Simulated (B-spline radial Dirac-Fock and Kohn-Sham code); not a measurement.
**Re³⁺ 3d5/2: cross section and angular parameters**

System: the Re³⁺ ion in the configuration [Xe] 4f14 5d4; threshold 1924.1 eV (orbital energy of the model). Calculated with an atomic code on a B-spline grid, using Dirac-Hartree-Slater photoionisation with a Latter tail; cross sections with all multipoles, angular parameters from the dipole term and its interference with E2.

For linearly polarised light dσ/dΩ = σ/(4π) [1 + β P₂(cos θ) + (δ + γ cos²θ) sin θ cos φ], with θ from the polarisation vector and φ the angle between the beam and the projection of the electron momentum on the plane normal to the polarisation.

```
hν (eV)  σ (kb)      β       γ       δ
   2210     446  0.635  -0.166  -0.017
   2610       ?      ?       ?       ?
 2984.4     199  1.082  -0.121   0.028
   3310     149  1.149  -0.023   0.043
   4000    85.7  1.213   0.199   0.066
 5414.7    33.9  1.223   0.601   0.102
   5590    30.7  1.219   0.645   0.106
   9210    5.95  1.102   1.330   0.185
  12300    2.18  0.996   1.696   0.250
  15000    1.07  0.917   1.935   0.306
```

Task: Give the values at 2610 eV.

Result: σ = 287 kb, β = 0.944, γ = -0.203, δ = 0.006.
